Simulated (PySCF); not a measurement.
# Sn⁺ (tin, charge +1): UHF calculation

Configuration: [Kr] 4d10 5s2 5p1, 2P determinant. Computed with PySCF 2.14 in aug-cc-pVDZ-PP with ECP28MDF (5s4p3d, 32 functions), with scalar relativity through the core potential.

```
Total energy                                                  : -213.083444 hartree
One-electron energy                                           : -369.7248 hartree
Hartree (Coulomb) energy                                      : 173.5680 hartree
Exchange energy                                               : -16.9266 hartree
⟨S²⟩                                                          : 0.7602
⟨L²⟩                                                          : 2.031
Sum of ⟨r⟩                                                    : 25.70 bohr
Sum of ⟨r²⟩                                                   : 43.62 bohr²
Traceless quadrupole moment −½Σ⟨3z² − r²⟩ along its main axis : -4.10 e·bohr²
```

```tsv
shell	electrons	mean orbital energy (hartree)	spread (hartree)	rms radius, mean of both spins (bohr)
4s α	1	-6.15749	0	0.879
4s β	1	-6.15295	0	0.879
4p α	3	-4.34253	0.00502	0.953
4p β	3	-4.33795	0.01905	0.953
4d α	5	-1.60614	0.01340	1.17
4d β	5	-1.60164	0.02184	1.17
5s α	1	-0.80524	0	2.53
5s β	1	-0.73170	0	2.53
5p α	1	-0.51441	0	3.16
```

Energies and moments cover only the electrons outside the core potential.
